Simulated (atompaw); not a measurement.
**Scattering properties, PAW (atompaw) potential for thallium (Tl)**

```json
{
 "Element": "Tl (Z = 81)",
 "Generator": "atompaw 4.2.0.5",
 "Type": "PAW",
 "Functional": "LDA (PW92)",
 "Relativity": "scalar-relativistic",
 "Frozen core": "[Xe] 4f14 5d10",
 "Valence charge": "3",
 "Reference configuration": "6s2 6p1",
 "Partial waves": "6s (bound): rc 2.85 bohr; 6s channel at 3.35 Ry: rc 1.75 bohr; 6p (bound): rc 2.85 bohr; 6p channel at 4.85 Ry: rc 2.85 bohr; 6d channel at 0.5 Ry: rc 2.85 bohr; 6d channel at 1.8 Ry: rc 2.70 bohr",
 "Local potential": "bessel scheme, radius 2.15 bohr",
 "Core correction": "smooth core density matched at 2.40 bohr",
 "Augmentation charge": "besselshape compensation charge, radius 2.40 bohr; PAW radius 2.85 bohr; waves and projectors: modrrkj vanderbiltortho"
}
```

The phase is arctan(r·u′/u) with u = r·R(r), unwrapped; energies in Ry, scanned from -3 to 5 Ry. A pole is an energy at which the radial function vanishes at the test radius. The pseudo phase is shifted by a multiple of π to meet the all-electron one at the reference energy, and phase errors are pseudo minus all-electron; the curves can meet again beyond the range given. Levels narrower than the energy grid can be missing from the lists of poles. n/a: not evaluated, since a narrow level or a reset projector energy made the automatic matching unsafe.

Q: For each channel, where are the poles, and over which energies does the pseudopotential scatter like the atom?

A:

```csv
channel,radius (bohr),reference energy (Ry),"poles, all-electron","poles, pseudo",unbroken range about the reference energy with phases within 0.05 rad,phase error 1 Ry above the reference energy (rad)
s,2.87,-0.72,0.23,"-0.04, 3.12",below -0.2,-0.126
p,2.87,-0.19,1.66,1.64,below 4.9,-0.002
d,2.87,0.50,"-1.04, 4.06",none,n/a,n/a
```

Note: ghost state, extra bound levels that the all-electron valence spectrum of the same l lacks: d at -9.8 eV. A true bound ghost makes a file unfit for plane-wave use.

Phases in the p channel:

```tsv
E (Ry)	all-electron	pseudo
-3.00	1.346	1.345
-2.76	1.334	1.333
-2.52	1.319	1.318
-2.28	1.302	1.301
-2.04	1.281	1.280
-1.80	1.254	1.253
-1.56	1.220	1.219
-1.32	1.173	1.172
-1.08	1.106	1.105
-0.84	1.002	1.001
-0.60	0.820	0.820
-0.36	0.466	0.466
-0.12	-0.174	-0.174
0.12	-0.791	-0.792
0.36	-1.125	-1.126
0.60	-1.298	-1.300
0.84	-1.400	-1.403
1.08	-1.468	-1.470
1.32	-1.518	-1.520
1.56	-1.556	-1.559
1.80	-1.589	-1.591
2.04	-1.617	-1.620
2.28	-1.644	-1.647
2.52	-1.669	-1.673
2.76	-1.696	-1.700
3.00	-1.725	-1.729
3.24	-1.758	-1.763
3.48	-1.798	-1.804
3.72	-1.849	-1.855
3.96	-1.919	-1.927
4.20	-2.023	-2.034
4.44	-2.195	-2.213
4.68	-2.515	-2.548
4.92	-3.089	-3.141
```
